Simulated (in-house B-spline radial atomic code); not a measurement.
# BHandHLYP excitations of Cr VII (Cr6+)

Method: BHandHLYP. Computed with a B-spline radial code for spherical atoms: linear response of the closed shell [Ne] 3s2 3p6 with the functional's adiabatic kernel; non-relativistic, point nucleus, no spin-orbit coupling, no double excitations, S, P, D and F terms only. Only terms of natural parity with L up to 3 were computed.

Command:
```bash
python run_td.py task.json out
```
Settings (radii: box in bohr, nucleus in fm):
```
Z                        24
electrons                18
configuration            [Ne] 3s2 3p6
hamiltonian              nr
method                   bhandhlyp
box_radius               14.35
intervals                52
```

Time taken, with all properties: 0.9 s on 1 thread of Intel(R) Xeon(R) Platinum 8488C (Sapphire Rapids) (shared host).

The lowest states, in the order of their Tamm-Dancoff energies; the method's threshold (minus the highest occupied level) is 154.91 eV. Labels give the largest channel, * marks a mixed state, and oscillator strengths are full-response dipole values. Semilocal kernels can invert the small singlet-triplet splittings of Rydberg terms. Energies in eV:

```json
{"state": "3p → 3d 3P", "full response": "41.84", "Tamm-Dancoff": "42.01", "oscillator strength": "-"}
{"state": "3p → 3d 3F", "full response": "42.68", "Tamm-Dancoff": "43.04", "oscillator strength": "-"}
{"state": "3p → 3d 1F", "full response": "46.85", "Tamm-Dancoff": "46.88", "oscillator strength": "-"}
{"state": "3p → 3d 1P", "full response": "60.20", "Tamm-Dancoff": "62.92", "oscillator strength": "3.4"}
{"state": "3s → 3d 3D", "full response": "75.90", "Tamm-Dancoff": "75.98", "oscillator strength": "-"}
{"state": "3s → 3d 1D", "full response": "81.09", "Tamm-Dancoff": "81.21", "oscillator strength": "-"}
{"state": "3p → 4s 3P", "full response": "?", "Tamm-Dancoff": "?", "oscillator strength": "-"}
{"state": "3p → 4s 1P", "full response": "82.55", "Tamm-Dancoff": "82.60", "oscillator strength": "0.282"}
{"state": "3p → 4p 3S", "full response": "89.02", "Tamm-Dancoff": "89.06", "oscillator strength": "-"}
{"state": "3p → 4p 3D", "full response": "?", "Tamm-Dancoff": "?", "oscillator strength": "-"}
{"state": "3p → 4p 1D", "full response": "91.15", "Tamm-Dancoff": "91.16", "oscillator strength": "-"}
{"state": "3p → 4p 1S", "full response": "95.20", "Tamm-Dancoff": "95.50", "oscillator strength": "-"}
{"state": "3p → 4d 3P", "full response": "103.79", "Tamm-Dancoff": "103.80", "oscillator strength": "-"}
{"state": "3p → 4d 3F", "full response": "104.14", "Tamm-Dancoff": "104.16", "oscillator strength": "-"}
{"state": "3p → 4d 1F", "full response": "104.75", "Tamm-Dancoff": "104.75", "oscillator strength": "-"}
{"state": "3p → 4d 1P", "full response": "105.56", "Tamm-Dancoff": "105.69", "oscillator strength": "0.235"}
```

Problem. Where does 3p → 4p 3D lie?

Solution. At 90.25 eV in full response, 90.27 eV in Tamm-Dancoff.

Problem. Where does 3p → 4s 3P lie?

Solution. At 81.36 eV in full response, 81.38 eV in Tamm-Dancoff.

Problem. How large is the singlet-triplet splitting of 3p → 3d (F terms) in Tamm-Dancoff?

Solution. 3.84 eV, from the unrounded values.

Problem. What polarisabilities and dispersion coefficient does the method give?

Solution. Dipole 0.8185 bohr³, quadrupole 0.7145 bohr⁵, C6 1.262 hartree·bohr⁶ for two such species.
